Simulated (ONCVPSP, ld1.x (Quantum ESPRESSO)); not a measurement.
## Potentials for F compared

Generated with ld1.x 7.5 (TM, RRKJ, ultrasoft, PAW), atompaw 4.2 or ONCVPSP 4.0.1. The cutoff is in Ry: for ld1.x and atompaw files where the sum of valence levels is converged to 10 mRy in a Bessel basis, for ONCV files where the hardest occupied wave has 1 mHa per electron of residual kinetic energy. The error is the largest all-electron minus pseudo excitation energy over each file’s own four to seven test configurations (ionisations up to +4, promotions, holes and added fractions of an electron), all of which were solved. The labels leave out finer settings (local radius, basis sizes, second energies), which also bear on the numbers. Spin-polarised tests are not counted. The rows are a selection from randomly drawn settings: files with unsolved tests, undetermined cutoffs or missed reference levels are left out.

```tsv
potential	cutoff (Ry)	largest error (meV)	bound ghosts
ONCV, PBE, scalar-relativistic, rc 0.65/1.20/1.25 (spd), local smoothed, core correction yes, reference 2s2 2p4.5, qcut 9.3/12.2/7.4, projectors 2/2/2	195	+66	none
RRKJ, PBE, scalar-relativistic, rc 0.85/0.90/1.00 (spd), local smoothed, core correction yes, reference 2s2 2p5	140	+422	none
ONCV, PBE, scalar-relativistic, rc 0.70/1.50 (sp), local smoothed, core correction yes, reference 2s2 2p4, qcut 8/9.3, projectors 2/2	546	+2716	none
ONCV, PBEsol, scalar-relativistic, rc 0.75/1.15 (sp), local s, core correction yes, reference 2s2 2p5, qcut 8.3/10.6, projectors 0/1	234	+286	none
ultrasoft, PBEsol, scalar-relativistic, rc 0.85/1.35 (sp), local smoothed, core correction yes, reference 2s2 2p5	40	+1002	none
ONCV, PBE, scalar-relativistic, rc 0.70/1.60/1.40 (spd), local smoothed, core correction yes, reference 2s2 2p5, qcut 7.4/10/6.9, projectors 2/1/3	450	+1146	none
ONCV, LDA (Perdew-Wang 92), non-relativistic, rc 0.75/1.65/1.30 (spd), local smoothed, core correction no, reference 2s1.75 2p5.25, qcut 9.6/9.1/8, projectors 1/2/3	89	+615	none
```

Problem. Fill in the row for F: ONCV, PBE, scalar-relativistic, rc 0.65/1.15/1.25 (spd), local smoothed, core correction yes, reference 2s1 2p6, qcut 11.2/15.1/7.2, projectors 2/2/2.

Solution. cutoff 120 Ry, largest error +332 meV, bound ghosts: none.

Problem. Fill in the row for F: PAW, BP86, scalar-relativistic, rc 0.95/1.10 (sp), local smoothed, core correction yes, reference 2s1 2p6.

Solution. cutoff 60 Ry, largest error +50 meV, bound ghosts: none.
